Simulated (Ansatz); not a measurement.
```xyz
2

P     0.0000    0.0000   -0.6937
O     0.0000    0.0000    0.6937
```

Basis set: cc-pVTZ on O; cc-pV(T+d)Z on P (spherical functions). Correlated methods keep 6 orbitals frozen. Correlation on ROHF uses semicanonical orbitals with singles. Charge 0, multiplicity 2.

Computed with Ansatz (development build ahead of 0.2.0); the reference of a correlated method needn't be the lowest determinant of its kind.

**Question.** Give the atomization energy at this shape (free ground-state atoms in the same class of orbitals less the molecule, no zero-point energy) of doublet PO by UHF-BCCD(T), ROHF-CCSD(T).

**Answer.**

| method | atomization energy |
| --- | --- |
| UHF-BCCD(T) | 519.0 kJ/mol |
| ROHF-CCSD(T) | 519.4 kJ/mol |

Caution: the reference determinant was not shown to be the lowest; the shape is not the minimum.
